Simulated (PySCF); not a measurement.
A structure optimised at r2SCAN-D4/def2-SVP, used in a PySCF frequency run:

```
Fe
O 1 1.5545
O 1 1.5545 2 120.00
O 1 1.5545 2 120.00 3 180.00
```
Charge 0, spin multiplicity 1.

Write its SMILES, formula and point group.

[O]=[Fe](=[O])=[O], FeO3, D3h

What are its rotational constants (standard atomic weights)?

8.7152, 8.7152, 4.3576 GHz
